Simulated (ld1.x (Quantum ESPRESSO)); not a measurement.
An all-electron radial function and its pseudo partner (nitrogen)

Columns: radius, all-electron u(r) and pseudo u(r) of the 2s shell (level -18.58 eV) of nitrogen in the configuration [He] 2s2 2p3; PBE, scalar-relativistic, TM scheme, ld1.x (Quantum ESPRESSO) 7.5.

| r (bohr) | all-electron | pseudo |
| --- | --- | --- |
| 0.065 | 0.3281 | -0.0471 |
| 0.130 | 0.3851 | -0.0961 |
| 0.195 | 0.3022 | -0.1491 |
| 0.260 | 0.1539 | -0.2082 |
| 0.325 | -0.0172 | -0.2749 |
| 0.390 | -0.1875 | -0.3504 |
| 0.455 | -0.3443 | -0.4340 |
| 0.520 | -0.4817 | -0.5230 |
| 0.585 | -0.5977 | -0.6122 |
| 0.650 | -0.6921 | -0.6953 |
| 0.715 | -0.7659 | -0.7660 |
| 0.780 | -0.8208 | -0.8207 |
| 0.845 | -0.8589 | -0.8589 |
| 0.910 | -0.8824 | -0.8824 |
| 0.975 | -0.8936 | -0.8936 |
| 1.040 | -0.8945 | -0.8945 |
| 1.105 | -0.8869 | -0.8869 |
| 1.170 | -0.8724 | -0.8724 |
| 1.235 | -0.8526 | -0.8526 |
| 1.300 | -0.8285 | -0.8285 |
| 1.365 | -0.8014 | -0.8014 |
| 1.430 | -0.7719 | -0.7719 |
| 1.495 | -0.7409 | -0.7409 |
| 1.560 | -0.7089 | -0.7089 |
| 1.625 | -0.6765 | -0.6765 |
| 1.690 | -0.6440 | -0.6440 |

Task: How many radial nodes do the two functions have?

Result: The all-electron 2s function has n − l − 1 = 1; the pseudo-wave has 0, since the states of the same l below it are removed with the core.

Task: At about which radius was the pseudo-wave matched?

Result: 0.90 bohr. The columns agree to 0.0005 from 0.71 bohr on; several derivatives are matched, so the curves merge somewhat inside the radius.

Task: Is the pseudo-wave norm-conserving?

Result: Yes: the TM scheme keeps the norm inside the radius equal to the all-electron one, which fixes the energy derivative of the logarithmic derivative at the level.
